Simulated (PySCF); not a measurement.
C₃H₅BFN, SMILES C1=C[C@@H](B1N)F. Heavy atoms are numbered as in [NH2:1][B:2]1[CH:3]=[CH:4][C@@H:5]1[F:6]. Hydrogens are named by the atom that carries them.

Geometry optimised at B3LYP-D3(BJ)/def2-SVP. The structure was generated by enumeration; whether it is a known compound was not checked. The values are those of a single conformer.

The numbers are results of M06-2X/def2-TZVP (PySCF), not measurements.

Atomic charges (e), one atom of each kind:

| atom | Löwdin | Mulliken | meta-Löwdin |
|---|---|---|---|
| N1 (NH2) | 0.06 | -0.51 | -0.46 |
| B2 | -0.63 | 0.18 | ___ |
| C3 (CH) | -0.03 | -0.23 | ___ |
| C4 (CH) | -0.04 | -0.11 | -0.06 |
| C5 (CH) | -0.22 | 0.02 | 0.08 |
| F6 | 0.07 | -0.26 | ___ |
| H on N1 | 0.19 | 0.25 | ___ |
| H on C3 | 0.13 | 0.13 | 0.12 |
| H on C4 | 0.13 | 0.14 | 0.12 |
| H on C5 | 0.14 | 0.11 | ___ |

Task: Complete the blanks. (The exact figures need the calculation; the answer reports its results.)

Result: 
- B2, meta-Löwdin: 0.16
- C3 (CH), meta-Löwdin: -0.22
- F6, meta-Löwdin: -0.35
- H on N1, meta-Löwdin: 0.25
- H on C5, meta-Löwdin: 0.11

Computed Mayer and Wiberg (Löwdin basis) orders of the bonds:
```
bond   Mayer  Wiberg
-----  -----  ------
N1–B2   1.41    1.87
B2–C3   1.13    1.20
C3–C4   1.77    1.85
B2–C5   0.94    1.04
C4–C5   0.96    1.15
C5–F6   0.91    1.58
```
